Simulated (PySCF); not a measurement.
F3S, SMILES F[S+](F)F, charge +1.

The structure is a stationary point at B3LYP-D3(BJ)/def2-TZVP. The isomer is the one that the SMILES or the coordinates give; other isomers of the formula were not compared.

The numbers are results of B3LYP-D3(BJ)/def2-TZVP in PySCF, not measurements.

Frequencies are harmonic and unscaled.

Modes within 1.5 cm⁻¹ of each other (mostly degenerate sets) share a row, with their intensities summed.

Computed harmonic wavenumbers and intensities:
```csv
mode,ν (cm⁻¹),IR (km/mol),moving atoms (share of kinetic energy)
1–2,378,15.4,"F 89 %, S 11 %"
3,523,28.6,"F 72 %, S 28 %"
4,962,85.3,"F 64 %, S 36 %"
5–6,966,377.9,"F 58 %, S 42 %"
```
